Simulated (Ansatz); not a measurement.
Reaction (redistribution): `[CH3][Sc]([F])[Cl]` + `OBNCO` → `[OH][Sc]([F])[Cl]` + `CBNCO`

Program: Ansatz. Geometries: PBE0-D4/def2-TZVP. ΔE: electronic, gas phase. CCSD(T)/CBS adds triple-zeta CCSD(T) − MP2 to the extrapolated MP2 energy (def2 sets, frozen cores). This one scheme is used for every species. Functionals use def2-TZVPP. B3LYP here is the variant with VWN-RPA as its local correlation; programs differ in this. For Sc outer-core shells are correlated without core-valence functions, which leaves a few kJ/mol of doubt a bond. Scalar relativity is left out up to krypton. One conformer a species, not always the lowest.

`[CH3][Sc]([F])[Cl]`:

Z-matrix (Å, degrees):
```
C
Sc 1 2.156
H 1 1.097 2 111.3
H 1 1.096 2 113.5 3 122.2
H 1 1.099 2 110.2 3 -117.8
F 2 1.831 1 115.8 3 -144.0
Cl 2 2.307 1 118.1 3 37.8
```

`OBNCO`:

Z-matrix (Å, degrees):
```
C
O 1 1.406
N 1 1.433 2 113.3
H 1 1.093 2 104.9 3 -121.1
H 1 1.095 2 111.7 3 121.5
H 2 0.962 1 107.8 3 -60.5
B 3 1.407 1 124.8 2 110.1
H 3 1.010 1 113.5 2 -66.1
O 7 1.366 3 124.1 1 -178.3
H 7 1.198 3 118.8 1 1.7
H 9 0.960 7 114.8 3 -0.3
```

`[OH][Sc]([F])[Cl]`:

```xyz
5

O    -1.101    0.734   -0.140
Sc    0.425   -0.285   -0.027
F     1.223   -0.846   -1.581
Cl    1.339   -0.861    2.016
H    -1.887    1.258   -0.268
```

`CBNCO`:

Z-matrix (Å, degrees):
```
C
B 1 1.567
H 1 1.095 2 110.3
H 1 1.095 2 110.4 3 -116.1
H 1 1.094 2 114.4 3 121.9
N 2 1.394 1 122.2 3 -121.4
H 2 1.203 1 121.3 3 58.6
C 6 1.435 2 126.4 1 -179.0
H 6 1.011 2 120.1 1 -1.3
O 8 1.405 6 112.9 2 113.3
H 8 1.095 6 107.3 2 -10.5
H 8 1.093 6 110.9 2 -129.2
H 10 0.962 8 107.7 6 -60.6
```

```
  level  ΔE (eV)
ωB97M-V    -0.92
  B3LYP    -0.94
```

Question: What does CCSD(T)/CBS give? (An estimate is asked.)

Answer: Ansatz gave: -0.94 eV. The listed levels differ from it by 0.02, 0.00 eV.

Largest T1 diagnostic among the species: 0.016.

In def2-TZVPP, CCSD(T) changes the Hartree–Fock value by −0.07 eV (the triples alone add −0.01 eV) and MP2 by −0.11 eV.
